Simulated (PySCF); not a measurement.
A PySCF script (with the pyscf-properties extension) for the NMR shieldings of Lithium Potassium (SMILES [Li][K]), on a PBE0-D3(BJ)/def2-TZVP geometry:

```python
import basis_set_exchange as bse
import numpy as np
from pyscf import gto, dft
from pyscf.prop import nmr

atoms = """
Li    1.708906   -0.034233    0.003333
K    -1.691418    0.005423   -0.015464
"""
names = dict.fromkeys(["Li", "K"], "pcSseg-2")
basis = {el: gto.basis.parse(bse.get_basis(n, elements=[el], fmt="nwchem")) for el, n in names.items()}
mol = gto.M(atom=atoms, basis=basis, charge=0, verbose=0)
mf = dft.RKS(mol, xc="GGA_XC_KT3")
mf.grids.level = 2
mf.grids.alignment = dft.numint.BLKSIZE   # the property module wants whole blocks of grid points
mf.conv_tol = 1e-9
mf.kernel()

calc = nmr.RKS(mf)   # GIAO
sigma = calc.kernel()   # uncoupled for a functional without exact exchange
for i, s in enumerate(sigma):   # ppm
    w = np.linalg.eigvalsh((s + s.T) / 2)
    print("%2d %-2s iso %8.1f  s11 %8.1f  s22 %8.1f  s33 %8.1f" % (i, mol.atom_pure_symbol(i), w.mean(), *w))
```

**Question.** Give the expected output.

**Answer.** 
```
 0 Li iso    103.6  s11    101.7  s22    101.7  s33    107.5
 1 K  iso   1278.7  s11   1251.7  s22   1251.7  s33   1332.6
```

These numbers come from an equivalent density-fitted implementation of the same equations, which agrees with the script to about 0.01 ppm for H and up to a few tenths of a ppm for heavy atoms, so last digits may differ.

Size and cost of the density-fitted run: 71 basis functions, 1.4 s wall time on 1 thread of an Arm Neoverse V1, shared host; peak memory 0.31 GiB.
